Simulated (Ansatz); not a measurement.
Basis sets compared for BeI2 (the lowest singlet isomer of a short search). Total charge 0; singlet. Geometry B3LYP-D4/def2-TZVP. Ansatz on 4 threads of Arm Neoverse V2 on a shared host; times are rough, and most runs start from earlier orbitals.

```xyz
3

Be    0.0001   -0.0002   -0.0002
I    -0.6271   -1.7128    1.1675
I     0.6270    1.7129   -1.1673
```

In the def2 sets I takes a core potential; there is no spin–orbit coupling. The structure comes from a short search, and lower isomers may exist.

Binding counts from free atoms (Be singlet, I doublet) in the same basis, without a counterpoise term.

```
                          level  functions  energy (Eh)  HOMO (eV)  LUMO (eV)  binding per atom (eV)  wall time
                PBE-D4/def2-SVP         61    -610.1881      -6.81      -1.75                   2.40     0.35 s
               PBE-D4/def2-TZVP        119    -610.2245      -6.88      -1.77                   2.41      0.5 s
            r2SCAN-D4/def2-TZVP        119    -610.5046      -7.19      -1.42                   2.42      1.2 s
               PBE0-D4/def2-SVP         61    -610.2485      -7.95      -1.05                   2.37     0.55 s
PBE0-D4/def2-TZVP (with forces)        119    -610.2843      -7.99      -1.01                   2.38      1.1 s
```

Estimate the rows for PBE-D4/def2-TZVPD, r2SCAN-D4/def2-TZVPD, PBE0-D4/def2-TZVPD.


```json
{"level": "PBE-D4/def2-TZVPD", "functions": "140", "energy (Eh)": "-610.2248", "HOMO (eV)": "-6.89", "LUMO (eV)": "-1.79", "binding per atom (eV)": "2.41", "wall time": "0.86 s"}
{"level": "r2SCAN-D4/def2-TZVPD", "functions": "140", "energy (Eh)": "-610.5048", "HOMO (eV)": "-7.19", "LUMO (eV)": "-1.43", "binding per atom (eV)": "2.42", "wall time": "1.6 s"}
{"level": "PBE0-D4/def2-TZVPD", "functions": "140", "energy (Eh)": "-610.2845", "HOMO (eV)": "-8.00", "LUMO (eV)": "-1.04", "binding per atom (eV)": "2.38", "wall time": "1.1 s"}
```
